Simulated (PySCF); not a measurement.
C2H4F2Si2, SMILES [SiH2](F)[Si@@H](F)C#C.

Coordinates come from a B3LYP-D3(BJ)/def2-SVP optimisation. The structure was generated by enumeration; whether it is a known compound was not checked. Other conformers were not sampled.

Method: SMD-PBE0/def2-SVP run with PySCF.

Solvation free energies are E(SMD) − E(gas) at the gas-phase geometry, for 1 M in both phases. In vacuum the dipole moment is 2.17 D.

Task: Estimate the solvation free energies in water, N,N-dimethylformamide, dichloromethane. (The exact figures need the calculation; the answer reports its results.)

Result: 
```csv
solvent,ΔG(solv) (kcal/mol),its non-electrostatic (CDS) part,dipole (D)
water,0.7,6.4,2.73
"N,N-dimethylformamide",-2.5,3.1,2.72
dichloromethane,-3.6,1.2,2.64
```
